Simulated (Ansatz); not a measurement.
Abridged output of a molecular run in Ansatz:

```
Functional definition: HF
1329 factors; integrals over basis functions are off by at most 1.0e-3 eV
mean field evaluation 1: about -69877.8534 eV, gradient 3.6e1 eV
mean field evaluation 2: about -69878.0993 eV, gradient 3.7e1 eV
mean field evaluation 4: about -69881.5352 eV, gradient 4.3e0 eV
mean field evaluation 8: about -69881.6143 eV, gradient 3.4e-1 eV
mean field evaluation 16: about -69881.6151 eV, gradient 2.0e-6 eV
mean field -69881.61508387 eV, -2568.1019868723 hartree, gradient 2.0e-6 eV, S^2 0.000000; 0 other end points of the search recorded, 0 dependent functions left out
16 core orbitals not correlated: weight in the atoms' cores, before any rotation towards them, 1.000 or more for the frozen orbitals, at most 0.000 for the correlated occupied ones
reference -69881.61508387 eV, -2568.1019868723 hartree; 17, 17 occupied and 189, 189 virtual orbitals, 1329 factors
second order -22.26152668 eV of doubles, -0.00000000 eV of singles
cycle   1  -22.27076330 eV  change   -9.2e-3 eV  update   1.2e-1
cycle   2  -22.96205249 eV  change   -6.9e-1 eV  update   3.5e-2
cycle   3  -23.08401495 eV  change   -1.2e-1 eV  update   1.7e-2
cycle   4  -23.06943731 eV  change    1.5e-2 eV  update   4.3e-3
cycle   5  -23.06979388 eV  change   -3.6e-4 eV  update   2.4e-3
cycle   6  -23.07005710 eV  change   -2.6e-4 eV  update   7.7e-4
cycle   7  -23.06967889 eV  change    3.8e-4 eV  update   3.6e-4
cycle   8  -23.06972870 eV  change   -5.0e-5 eV  update   1.1e-4
cycle   9  -23.06975439 eV  change   -2.6e-5 eV  update   5.0e-5
cycle  10  -23.06973344 eV  change    2.1e-5 eV  update   1.8e-5
perturbative correction -1.05382171 eV, -0.0387272337 hartree
Total energy: -69905.73863902 eV, -2568.9885111727 hartree
```

Its atoms:

Z-matrix (Å, degrees):
```
C
N 1 1.457
Ge 1 1.929 2 65.5
S 1 1.789 2 118.3 3 122.2
H 1 1.091 2 117.8 3 -106.3
H 2 1.013 1 113.9 3 114.6
H 3 1.525 1 122.3 2 90.2
H 3 1.529 1 119.8 2 -100.6
H 4 1.342 1 96.4 2 -45.5
```

(1) Which basis set was used?
A. def2-TZVPP
B. def2-TZVPPD
C. def2-QZVPP
D. cc-pV(D+d)Z

(2) Write the keys of the input that set method, charge and spin (a neutral closed shell needs none for the last two).

## Answers

(1) A. It gives 222 functions.

(2) 
```yaml
correlation: {method: ccsd_t}
```
